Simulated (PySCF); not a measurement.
**Interval between two levels of Pb²⁺ by level of theory**

Pb²⁺ [Xe] 4f14 5d10 6s2 → Pb²⁺ [Xe] 4f14 5d9 6s2 7s1 [3D3, M_J = 3], as a difference of total energies. Calculation: PySCF 2.14, in x2c-SVPall-2c with one added diffuse shell each of s, p type (8s12p7d2f, 93 functions); the two-component X2C-1e Hamiltonian. Correlated levels: [Kr] 4d10 4f14 frozen; the 22 highest virtual spinors dropped. "Screened" scales the spin-orbit matrix elements by Boettger's factors to mimic the two-electron term; Breit and QED terms are absent.

```json
{"method": "GHF (spin-free)", "interval between two levels (cm⁻¹)": "253700"}
{"method": "GMP2 (spin-free)", "interval between two levels (cm⁻¹)": "256330"}
{"method": "GHF (screened spin-orbit)", "interval between two levels (cm⁻¹)": "244940"}
{"method": "GMP2 (screened spin-orbit)", "interval between two levels (cm⁻¹)": "247230"}
```

The labels give the starting determinants; with spin-orbit coupling the two ends relaxed to ⟨J²⟩ = 0.00, ⟨L²⟩ = 0.19, ⟨S²⟩ = 0.19 and ⟨J²⟩ = 12.00, ⟨L²⟩ = 6.19, ⟨S²⟩ = 2.19.

The promoted electron is Rydberg-like, and one or two diffuse shells describe it only roughly, which tends to raise the upper state.
